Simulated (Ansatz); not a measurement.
Complex (SMILES): F (HF) with N#N (N2), atoms 1 to 2 the first; geometry from B3LYP-D3(BJ)/def2-TZVP, monomers rigid:
```xyz
4

F      0.3830    -0.0965     0.2212
H     -0.2809     0.0249    -0.4159
N     -2.5150     0.4344    -2.5571
N     -1.7349     0.2913    -1.8098
```

Basis-set convergence of the counterpoise-corrected interaction energy at PBE with Ansatz (an electronic-structure program). Cartesian d functions, on some or all atoms, in 6-31G*, 6-31+G*; all else is spherical. No added dispersion term, no relativity. Functions are those of the species that has most. Reference: the value in aug-pcseg-3, -2.55 kcal/mol. Deviations are taken from unrounded values.

```
basis        functions  counterpoise-corrected interaction energy (kcal/mol)
-----------  ---------  ----------------------------------------------------
6-31G*              47                                                 -2.15
6-31+G*             59                                                 -2.36
cc-pVDZ             47                                                 -2.44
aug-cc-pVDZ         78                                                 -2.46
def2-SVP            47                                                 -2.41
def2-SVPD           71                                                 -2.81
pcseg-1             47                                                 -2.52
aug-pcseg-1         78                                                 -2.33
6-311G**            60                                                 -2.41
6-311+G**           72                                                 -2.54
def2-TZVP           99                                                 -2.50
def2-TZVPD         123                                                 -2.54
cc-pVTZ            104                                                 -2.47
aug-cc-pVTZ        161                                                 -2.52
pcseg-2            104                                                 -2.57
aug-pcseg-2        161                                                 -2.55
def2-TZVPP         107                                                 -2.47
def2-TZVPPD        131                                                 -2.55
cc-pVQZ            195                                                 -2.54
aug-cc-pVQZ        286                                                 -2.55
def2-QZVPP         201                                                 -2.60
def2-QZVPPD        225                                                 -2.55
pcseg-3            213                                                 -2.58
aug-pcseg-3        304                                                 -2.55
```

What the diffuse functions change, pair by pair:
- 6-31G* to 6-31+G*: 12 more functions, deviation 0.40 to 0.18 kcal/mol
- cc-pVDZ to aug-cc-pVDZ: 31 more functions, deviation 0.10 to 0.09 kcal/mol
- def2-SVP to def2-SVPD: 24 more functions, deviation 0.13 to -0.26 kcal/mol
- pcseg-1 to aug-pcseg-1: 31 more functions, deviation 0.03 to 0.21 kcal/mol
- 6-311G** to 6-311+G**: 12 more functions, deviation 0.14 to 0.01 kcal/mol
- def2-TZVP to def2-TZVPD: 24 more functions, deviation 0.05 to 0.01 kcal/mol
- cc-pVTZ to aug-cc-pVTZ: 57 more functions, deviation 0.08 to 0.03 kcal/mol
- pcseg-2 to aug-pcseg-2: 57 more functions, deviation -0.02 to 0.00 kcal/mol
- def2-TZVPP to def2-TZVPPD: 24 more functions, deviation 0.07 to 0.00 kcal/mol
- cc-pVQZ to aug-cc-pVQZ: 91 more functions, deviation 0.01 to 0.00 kcal/mol
- def2-QZVPP to def2-QZVPPD: 24 more functions, deviation -0.05 to 0.00 kcal/mol
- pcseg-3 to aug-pcseg-3: 91 more functions, deviation -0.03 to 0.00 kcal/mol

Leaving out the reference's own pair, they bring the value nearer the reference by more than 0.01 kcal/mol in 8 of 11 pairs.
